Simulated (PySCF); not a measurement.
PySCF 2.14 output of an unrestricted BLYP calculation on a single atom or ion in def2-QZVPPD with the def2 core potential (28 electrons), with scalar relativity through the core potential:

```
SCF conv_tol = 1e-09
number electrons alpha = 10  beta = 5
    A. D. Becke.,  Phys. Rev. A 38, 3098 (1988)
    C. Lee, W. Yang, and R. G. Parr.,  Phys. Rev. B 37, 785 (1988)
    B. Miehlich, A. Savin, H. Stoll, and H. Preuss.,  Chem. Phys. Lett. 157, 200 (1989)
cycle= 1 E= -94.2779804243498  delta_E= -0.00927  |g|= 0.0333  |ddm|= 0.249
cycle= 2 E= -94.278114504571  delta_E= -0.000134  |g|= 0.0277  |ddm|= 0.0449
cycle= 3 E= -94.2783595355829  delta_E= -0.000245  |g|= 0.00303  |ddm|= 0.0182
cycle= 4 E= -94.2783619597094  delta_E= -2.42e-06  |g|= 0.000175  |ddm|= 0.00216
cycle= 5 E= -94.2783619718792  delta_E= -1.22e-08  |g|= 4.13e-05  |ddm|= 0.000158
cycle= 6 E= -94.2783619726103  delta_E= -7.31e-10  |g|= 2.37e-06  |ddm|= 4.29e-05
converged SCF energy = -94.2783619726103  <S^2> = 8.7513095  2S+1 = 6.0004365
```

The run itself started from symmetry-adapted Hartree-Fock orbitals and held the occupation by maximum overlap, on a logarithmic radial grid, so the iterations belong to that start.

Problem. Which element, charge and spin multiplicity is this?

Solution. Ru⁺ (ruthenium, charge +1), multiplicity 6; the state was [Kr] 4d6 5p1, one real determinant (an excited configuration).

⟨L²⟩ = 8.02 against 12 for a pure F term, so this real determinant mixes terms. Energies and moments cover only the electrons outside the core potential.
